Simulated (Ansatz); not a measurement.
`N[SiH2][AlH2]` + `N[SiH2]S` → `N[SiH2]S[SiH2]N` + `[AlH3]`  (cleavage of the Si–Al bond)

Isolated molecules relaxed with PBE0-D4/def2-TZVP in Ansatz; ΔE leaves out vibrations. CCSD(T)/CBS adds triple-zeta CCSD(T) − MP2 to the extrapolated MP2 energy (def2 sets, frozen cores). This one scheme is used for every species. DFT in def2-TZVPP. B3LYP here is the variant with VWN-RPA as its local correlation; programs differ in this. One conformer a species, not always the lowest.

| level | ΔE (kJ/mol) | difference from CCSD(T)/CBS |
| --- | --- | --- |
| PBE0-D4 | -82.0 | 6.0 |
| ωB97X-V | -86.0 | 2.0 |
| ωB97M-V | -94.3 | -6.3 |
| PBE | -70.0 | 18.0 |
| r2SCAN | -84.9 | 3.1 |
| B3LYP | -73.8 | 14.2 |
| SCS-MP2/def2-TZVPP | -93.8 | -5.8 |
| CCSD/def2-TZVPP | -83.1 | 4.9 |
| SCS-MP2/def2-QZVPP | -94.7 | -6.7 |
| CCSD/CBS(def2) | -85.0 | 3.0 |
| CCSD(T)/CBS | -88.0 | 0 |

Largest T1 diagnostic among the species: 0.011.

From PBE to PBE0 (25 % exact exchange), in def2-TZVPP and without D4, ΔE moves by −4.3 kJ/mol. The D4 term adds −13.8 kJ/mol with B3LYP and −7.7 kJ/mol with PBE0; it sums over pairs of atoms, weighted by their polarisabilities, and B3LYP, whose exchange is more repulsive, gets the larger term.
